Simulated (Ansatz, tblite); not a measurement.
Cost and result up the ladder for `c1csc(-c2ccc(-c3ccc(-c4cccs4)s3)s2)c1` (30 atoms). Charge 0, multiplicity 1. Geometry: PBE-D4/def2-SVP.

```xyz
30

C    -0.596   -6.895    0.457
C    -1.938   -6.639    0.675
S    -2.275   -4.942    0.650
C    -0.598   -4.545    0.334
C    -0.156   -3.176    0.185
C     1.137   -2.711   -0.066
C     1.222   -1.302   -0.152
C    -0.003   -0.655    0.030
C    -0.298    0.755    0.011
C    -1.520    1.408    0.192
C    -1.425    2.817    0.106
C    -0.130    3.275   -0.144
C     0.349    4.629   -0.295
C     1.645    5.083   -0.542
C     1.738    6.500   -0.630
C     0.519    7.127   -0.450
S    -0.752    5.987   -0.168
S     0.977    1.924   -0.271
S    -1.270   -1.832    0.313
C     0.167   -5.711    0.263
H    -0.171   -7.908    0.436
H    -2.752   -7.353    0.853
H     1.997   -3.382   -0.184
H     2.155   -0.755   -0.345
H    -2.456    0.866    0.384
H    -2.280    3.497    0.223
H     2.499    4.400   -0.656
H     2.674    7.043   -0.819
H     0.293    8.200   -0.464
H     1.248   -5.702    0.075
```

Ansatz on 2 threads of AMD EPYC 7R13 on a shared host and a share (18 GiB) of an NVIDIA H100 80GB HBM3; xTB runs through tblite on one thread. Times are rough, summed over both states, and most runs start from the orbitals of an earlier one. PBE0-D4/def2-TZVP serves as the yardstick here, not as an exact answer. The other state is a triplet.

The xTB rows come from tblite. Single mean-field runs in def2-TZVP are fitted with def2-universal-jkfit.

xTB has no spin-polarisation term.

```json
{"level": "GFN1-xTB", "functions": "120", "wall time": "0.11 s", "vertical triplet (eV)": "1.79", "difference from PBE0-D4/def2-TZVP (eV)": "0.01"}
{"level": "GFN2-xTB", "functions": "110", "wall time": "0.11 s", "vertical triplet (eV)": "1.75", "difference from PBE0-D4/def2-TZVP (eV)": "-0.03"}
{"level": "PBE-D4/def2-TZVP (with forces)", "functions": "704", "wall time": "15 s", "vertical triplet (eV)": "1.64", "difference from PBE0-D4/def2-TZVP (eV)": "-0.14"}
{"level": "PBE0-D4/def2-TZVP (with forces)", "functions": "704", "wall time": "22 s", "vertical triplet (eV)": "1.78", "difference from PBE0-D4/def2-TZVP (eV)": "0.00"}
```
